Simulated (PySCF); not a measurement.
Molfile (atoms numbered from 1):
```
C2H9AlS
     RDKit          3D

 13 12  0  0  0  0  0  0  0  0999 V2000
   -0.4101    1.6088   -0.2329 C   0  0  0  0  0  0  0  0  0  0  0  0
   -0.3152   -0.0940   -0.8204 S   0  0  0  0  0  0  0  0  0  0  0  0
   -1.3924   -0.9320    0.3603 C   0  0  0  0  0  0  0  0  0  0  0  0
    1.9050   -0.7473    0.0400 Al  0  0  0  0  0  4  0  0  0  0  0  0
   -1.4306    1.9935   -0.3656 H   0  0  0  0  0  0  0  0  0  0  0  0
   -0.1002    1.6671    0.8205 H   0  0  0  0  0  0  0  0  0  0  0  0
    0.2848    2.1937   -0.8503 H   0  0  0  0  0  0  0  0  0  0  0  0
   -2.4266   -0.5825    0.2341 H   0  0  0  0  0  0  0  0  0  0  0  0
   -1.3360   -2.0048    0.1309 H   0  0  0  0  0  0  0  0  0  0  0  0
   -1.0400   -0.7593    1.3872 H   0  0  0  0  0  0  0  0  0  0  0  0
    1.8352   -2.3150   -0.2840 H   0  0  0  0  0  0  0  0  0  0  0  0
    2.8067    0.2123   -0.8735 H   0  0  0  0  0  0  0  0  0  0  0  0
    1.6412   -0.2916    1.5619 H   0  0  0  0  0  0  0  0  0  0  0  0
  1  2  1  0
  2  3  1  0
  2  4  1  0
  1  5  1  0
  1  6  1  0
  1  7  1  0
  3  8  1  0
  3  9  1  0
  3 10  1  0
  4 11  1  0
  4 12  1  0
  4 13  1  0
M  CHG  2   2   1   4  -1
M  END
```

Geometry: PBE0-D3(BJ)/def2-SVP; GIAO absolute shieldings from PySCF 2.14.0 with density-fitted response routines, gas phase, non-relativistic, averaged over equivalent atoms.

At PBE0/pcSseg-1 (127 basis functions, 23 s wall time on 1 thread of an Arm Neoverse N1, shared host):
| atoms | σ (ppm) |
| --- | --- |
| C1/C3 | 160.4 |
| S2 | 587.7 |
| Al4 | 415.2 |
| H11/H12/H13 | 27.28 |
| H5/H6/H7/H8/H9/H10 | 29.15 |

Question: Estimate the result of repeating the calculation with WP04/pcSseg-2.

Answer: 
```csv
atoms,σ at WP04/pcSseg-2,change
C1/C3,146.3,-14.1
S2,500.6,-87.1
Al4,422.6,+7.4
H11/H12/H13,28.52,+1.24
H5/H6/H7/H8/H9/H10,29.45,+0.30
```

The largest change is at S2 (sulfur bonded to 2 C, Al). Cost: 284 basis functions, 57 s wall time on 1 thread of an Arm Neoverse N1, shared host.
